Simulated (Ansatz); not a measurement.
Abridged output of a molecular run in Ansatz:

```
Functional definition: HF
843 factors; integrals over basis functions are off by at most 1.1e-3 eV
mean field evaluation 1: about -56901.0568 eV, gradient 3.7e1 eV
mean field evaluation 2: about -56901.1312 eV, gradient 3.7e1 eV
mean field evaluation 4: about -56904.5364 eV, gradient 4.0e0 eV
mean field evaluation 8: about -56904.6106 eV, gradient 4.5e-1 eV
mean field -56904.61164277 eV, -2091.2059065408 hartree, gradient 1.2e-6 eV, S^2 0.000000; 0 other end points of the search recorded, 0 dependent functions left out
12 core orbitals not correlated: weight in the atoms' cores, before any rotation towards them, 1.000 or more for the frozen orbitals, at most 0.000 for the correlated occupied ones
reference -56904.61164277 eV, -2091.2059065408 hartree; 15, 15 occupied and 57, 57 virtual orbitals, 843 factors
second order -18.22765142 eV of doubles, -0.00000000 eV of singles
cycle   1  -17.53568936 eV  change    6.9e-1 eV  update   1.3e-1
cycle   2  -18.20187083 eV  change   -6.7e-1 eV  update   3.9e-2
cycle   3  -18.33909093 eV  change   -1.4e-1 eV  update   1.9e-2
cycle   4  -18.33139389 eV  change    7.7e-3 eV  update   5.1e-3
cycle   5  -18.33259542 eV  change   -1.2e-3 eV  update   2.5e-3
cycle   6  -18.33383335 eV  change   -1.2e-3 eV  update   7.7e-4
cycle   7  -18.33350542 eV  change    3.3e-4 eV  update   3.5e-4
cycle   8  -18.33337276 eV  change    1.3e-4 eV  update   1.2e-4
cycle   9  -18.33335726 eV  change    1.5e-5 eV  update   5.1e-5
cycle  10  -18.33334115 eV  change    1.6e-5 eV  update   1.5e-5
perturbative correction -0.65676192 eV, -0.0241355555 hartree
Total energy: -56923.60174584 eV, -2091.9037799567 hartree
```

Its atoms:

```xyz
6

N     0.5595   -2.3769    0.9132
C     0.4795   -1.4825    0.1825
O     0.4034   -0.5154   -0.6384
Ga   -0.3353    1.1248   -0.2230
H    -0.8571    1.2105    1.2314
H    -0.2501    2.0396   -1.4657
```

(1) Which basis set was used?
A. cc-pV(Q+d)Z
B. def2-TZVPP
C. def2-QZVPP
D. def2-SVP

(2) Write the keys of the input that set method, charge and spin (a neutral closed shell needs none for the last two).

Results:

(1) D. It gives 84 functions.

(2) 
```yaml
correlation: {method: ccsd_t}
```
